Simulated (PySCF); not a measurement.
1,3-disilinane (C₄H₁₂Si₂), SMILES C1[SiH2]C[SiH2]CC1.

Geometry optimised at ωB97X-D3(BJ)/def2-SVP. Other conformers were not sampled.

Two levels are set side by side: PBE/def2-TZVP (PySCF) and B3LYP/def2-TZVP (PySCF). Same geometry, gas phase. Differences are taken from unrounded values.

| quantity | B3LYP | PBE | PBE minus B3LYP |
|---|---|---|---|
| orbital gap (eV) | 8.08 | 6.45 | -1.63 |
| highest occupied level (eV) | -7.63 | -6.57 | 1.05 |
| lowest empty level (eV) | 0.45 | -0.13 | -0.58 |
| dipole moment (D) | 0.96 | 1.02 | 0.06 |

Without exact exchange PBE keeps part of each electron's self-repulsion, which lifts occupied levels and narrows the gap. Differences between two approximate levels are no errors against the true value.

Rough cost on one machine, each run with all the roots and properties that it gave: B3LYP against PBE within a factor of 2.
